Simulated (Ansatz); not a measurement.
Reaction (isomerisation): `BC(F)([SiH3])[SiH3]` → `FB([SiH3])C[SiH3]`

Program: Ansatz. Geometries: PBE0-D4/def2-TZVP. ΔE: electronic, gas phase. CBS: MP2 limit from def2 TZ/QZ plus the TZ coupled-cluster correction, frozen cores. DFT in def2-TZVPP. Each species was taken in one conformer, which may not be the lowest.

`BC(F)([SiH3])[SiH3]`:

```xyz
13

B     0.433   -1.639   -0.012
C    -0.011   -0.280   -0.521
F    -0.261   -0.204   -1.908
Si   -1.617    0.236    0.377
Si    1.329    1.020   -0.111
H     0.656   -1.750    1.159
H     0.555   -2.570   -0.749
H    -2.058    1.539   -0.178
H    -1.340    0.363    1.829
H    -2.675   -0.781    0.149
H     2.617    0.634   -0.739
H     1.487    1.105    1.361
H     0.887    2.328   -0.656
```

`FB([SiH3])C[SiH3]`:

Cartesian coordinates in Å:
```
F -1.766 -1.379 -0.225
B -0.903 -0.378 -0.409
Si -1.586 1.510 -0.034
C 0.544 -0.725 -0.828
Si 1.633 -0.827 0.714
H -2.718 1.833 -0.948
H -0.518 2.527 -0.237
H -2.083 1.622 1.366
H 0.995 0.061 -1.442
H 0.618 -1.689 -1.340
H 1.172 -1.926 1.600
H 3.041 -1.080 0.314
H 1.571 0.452 1.469
```

**Question.** Is it downhill or uphill in electronic energy at CCSD(T)/CBS, and by how much? (Estimate.)

**Answer.** The calculation gave: Downhill: ΔE = -234.8 kJ/mol.

**Question.** What do these levels give: ωB97M-V, PBE, r2SCAN, PBE0, CCSD(T)/def2-TZVPP, CCSD/CBS(def2)? (An estimate is asked.)

**Answer.** The calculation gave: ωB97M-V -227.7, PBE -233.4, r2SCAN -234.3, PBE0 -238.4, CCSD(T)/def2-TZVPP -237.2, CCSD/CBS(def2) -236.6 kJ/mol.

Largest T1 diagnostic among the species: 0.014.

The D4 term adds +5.4 kJ/mol with B3LYP and +2.6 kJ/mol with PBE0; it sums over pairs of atoms, weighted by their polarisabilities, and B3LYP, whose exchange is more repulsive, gets the larger term. From PBE to PBE0 (25 % exact exchange), in def2-TZVPP and without D4, ΔE moves by −5.0 kJ/mol.

B3LYP here is the variant with VWN-RPA as its local correlation; programs differ in this.
